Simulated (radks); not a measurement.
Excited configurations of Yb LXII: one electron is placed in a higher orbital outside [He] 2s2 2p4. The ground configuration is [He] 2s2 2p5. Method: scalar-relativistic Kohn-Sham, BLYP, spin-unpolarised, spherical densities, point nucleus; computed with a radial shooting solver on a logarithmic mesh with Libxc functionals. Excitation = E - E(ground); binding = E(ion) - E, where the ion is the core of charge +62; n* = 62/sqrt(2 binding) in atomic units. These energies are relativistic, and a one-electron ion of charge +62 with no core already has n* below n in this formula (scalar-relativistic equation, point nucleus: 3d 2.985, 5f 4.986, 6d 5.972, 6f 5.983). The quantum defect is therefore taken as that value minus n*, so that it holds no relativistic shift of the bare ion.

| outer orbital | excitation (eV) | binding (eV) | n* | quantum defect | eigenvalue (eV) | <r> (bohr) |
|---|---|---|---|---|---|---|
| 3d | 8494.8 | 5954.4 | 2.964 | 0.021 | -5885.8 | 0.1633 |
| 5f | 12341.5 | 2107.7 | 4.981 | 0.005 | -2089.3 | 0.5024 |
| 6d | 12972.9 | 1476.3 | 5.952 | 0.020 | -1466.7 | 0.8083 |
| 6f | 12987.1 | 1462.1 | 5.981 | 0.003 | -1451.4 | 0.7677 |

The Delta-SCF ionisation energy is 14449.2 eV (NIST Atomic Spectra Database: 14093 eV, theoretical). Self-interaction in the functional shifts the binding energies and quantum defects, so they are the method's values and not measured ones. Spin polarisation and multiplet splitting are left out, so open shells lie too high by an amount that depends on their filling. Spin-orbit splitting is averaged out at the scalar-relativistic level.

Beside tabulated values, note that spin-unpolarised runs miss the spin-polarisation part of the exchange energy of open shells.
